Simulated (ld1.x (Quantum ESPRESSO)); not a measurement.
O: from the effect back to the setting (PAW)

Base potential:

| Item | Value |
| --- | --- |
| Element | oxygen |
| Generator | ld1.x (Quantum ESPRESSO) 7.5 |
| Type | PAW |
| Functional | PBEsol |
| Relativity | scalar-relativistic |
| Frozen core | [He] |
| Valence charge | 6 |
| Reference configuration | 2s1 2p5 |
| Partial waves | 2s (bound): rcut 0.55, rcutus 0.70 bohr; 2s channel at 0.75 Ry: rcut 0.55, rcutus 0.70 bohr; 2p (bound): rcut 1.25, rcutus 1.45 bohr; 2p channel at -0.35 Ry: rcut 1.25, rcutus 1.45 bohr |
| Local potential | all-electron potential smoothed inside 0.95 bohr (lloc = -1) |
| Core correction | Bessel-smoothed model core, default radius (core density twice the valence density) |
| Augmentation charge | BESSEL, radius 0.60 bohr |

Cutoffs, loose and tight: the cutoffs (Ry, on a coarse ladder) from which the occupation-weighted sum of valence levels, in a spherical-Bessel basis at the reference potential, stays within 10 and 1 mRy of its value at 400 Ry. They do not see the model core or the augmentation charge, which bear on the density cutoff. Test errors are all-electron minus pseudo excitation energies from the reference, over the configurations 2s2 2p4; 2s2 2p3; 2s2 2p2; 2s0 2p6; 2s2 2p3.5; 2s2 2p4.3; 2s1 2p4; variants that change the core or the reference have their own tests.

Only the scale of all radii but the core radius (base = 1) is moved (2 further runs of the sweep failed or gave no value and are left out):

```json
{"scale of all radii but the core radius (base = 1)": "0.95", "cutoff, loose": "70 Ry", "cutoff, tight": "100 Ry", "bound ghosts": "none", "largest test error (meV)": "+118"}
{"scale of all radii but the core radius (base = 1)": "1.12", "cutoff, loose": "45 Ry", "cutoff, tight": "70 Ry", "bound ghosts": "none", "largest test error (meV)": "+108"}
{"scale of all radii but the core radius (base = 1)": "1.21", "cutoff, loose": "30 Ry", "cutoff, tight": "50 Ry", "bound ghosts": "none", "largest test error (meV)": "+140"}
{"scale of all radii but the core radius (base = 1)": "1.27", "cutoff, loose": "21 Ry", "cutoff, tight": "40 Ry", "bound ghosts": "none", "largest test error (meV)": "+163"}
{"scale of all radii but the core radius (base = 1)": "1.37", "cutoff, loose": "18 Ry", "cutoff, tight": "30 Ry", "bound ghosts": "none", "largest test error (meV)": "+158"}
```

Q: One more run gave cutoff, loose: 55 Ry; cutoff, tight: 80 Ry; bound ghosts: none; largest test error (meV): +68. Which value of the scale of all radii but the core radius (base = 1) was used?

A: 1.03. The loose cutoff moves one way along this sweep, from 70 Ry at 0.95 to 18 Ry at 1.37, which places the run between 0.95 and 1.12.
